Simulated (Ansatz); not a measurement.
System: InCl, net charge 0, singlet state. SMILES: [Cl][In]
Structure (B3LYP-D3(BJ)/def2-TZVP (Ansatz, an electronic-structure program) minimum search):
```
In
Cl 1 2.4410
```

Wanted: vertical electron affinity (to the doublet state of charge -1; a negative value means that the extra electron is unbound and the number depends on the basis; each state is the SCF solution reached for its spin), in eV. Correlated levels leave the core frozen unless marked. UHF or UKS for open shells. Spin-orbit coupling is left out. Frozen are the shells of the preceding noble gas and the d and f shells that filled before the atom's block. Past Kr the def2 sets carry scalar-relativistic core potentials. Anions need diffuse functions: def2-D sets add few. CBS marks a two-point X^-3 extrapolation of the correlation energy; Hartree-Fock from the larger set.

```
level                                 program  vertical electron affinity (eV)
------------------------------------  -------  -------------------------------
SVWN5/def2-TZVPD                       Ansatz                             0.37
PBE/def2-TZVPD                         Ansatz                             0.27
r2SCAN/def2-TZVPD                      Ansatz                             0.37
wB97M-V/def2-TZVPD                     Ansatz                             0.25
wB97X-V/def2-TZVPD                     Ansatz                             0.22
CCSD/def2-TZVPPD                       Ansatz                             0.20
CCSD(T)/def2-TZVPPD                    Ansatz                             0.22
CCSD(T)/def2-QZVPPD                    Ansatz                             0.27
CCSD(T)/CBS(def2-TZVPPD,def2-QZVPPD)   Ansatz                             0.29
```
